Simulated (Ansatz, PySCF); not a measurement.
CH₃ClFNSi₂, SMILES N1[Si@]([SiH2]C=1)(F)Cl. Atoms are numbered in the order given.

```xyz
9

F      1.3163     0.4879     1.4925
Si     0.3954     0.1086     0.2201
Cl     1.6644    -0.5016    -1.2676
N     -0.6342     1.4718    -0.2897
C     -1.8066     0.9521    -0.1628
Si    -1.6966    -0.8595     0.5107
H     -2.7003     1.5503    -0.4251
H     -2.1957    -1.9364    -0.3967
H     -2.2570    -1.0569     1.8817
```

Geometry optimised at PBE0-D3(BJ)/def2-SVP. The structure was generated by enumeration; whether it is a known compound was not checked.

Two levels are set side by side: PBE-D3(BJ)/def2-SVP (Ansatz, an electronic-structure program) and PBE0-D3(BJ)/def2-SVP (Ansatz). Each level has its own optimised geometry; the coordinates shown are those of the second. Frequencies come from the Hessian of PySCF at each geometry. Differences are taken from unrounded values.

```tsv
quantity	PBE0-D3(BJ)
mean bond length (Å)	1.677
bond F1–Si2 (Å)	1.616
bond Si2–Cl3 (Å)	2.048
bond Si2–N4 (Å)	1.783
bond Si2–Si6 (Å)	2.323
bond N4–C5 (Å)	1.289
bond C5–Si6 (Å)	1.936
bond C5–H7 (Å)	1.107
bond Si6–H8 (Å)	1.494
bond Si6–H9 (Å)	1.494
highest harmonic wavenumber (cm⁻¹)	3064
mean harmonic wavenumber (cm⁻¹)	899
zero-point energy (kcal/mol)	26.98
```

Problem. What does PBE-D3(BJ) give, and how far is it from PBE0-D3(BJ)? (The exact figures need the calculation; the answer reports its results.)

Solution. 
| quantity | PBE-D3(BJ) | PBE-D3(BJ) minus PBE0-D3(BJ) |
|---|---|---|
| mean bond length (Å) | 1.692 | 0.015 |
| bond F1–Si2 (Å) | 1.633 | 0.017 |
| bond Si2–Cl3 (Å) | 2.066 | 0.017 |
| bond Si2–N4 (Å) | 1.806 | 0.023 |
| bond Si2–Si6 (Å) | 2.342 | 0.019 |
| bond N4–C5 (Å) | 1.300 | 0.012 |
| bond C5–Si6 (Å) | 1.949 | 0.013 |
| bond C5–H7 (Å) | 1.116 | 0.009 |
| bond Si6–H8 (Å) | 1.507 | 0.013 |
| bond Si6–H9 (Å) | 1.507 | 0.013 |
| highest harmonic wavenumber (cm⁻¹) | 2956 | -108 |
| mean harmonic wavenumber (cm⁻¹) | 860 | -39 |
| zero-point energy (kcal/mol) | 25.81 | -1.17 |

Exact exchange shortens and stiffens bonds; PBE has none. Differences between two approximate levels are no errors against the true value.
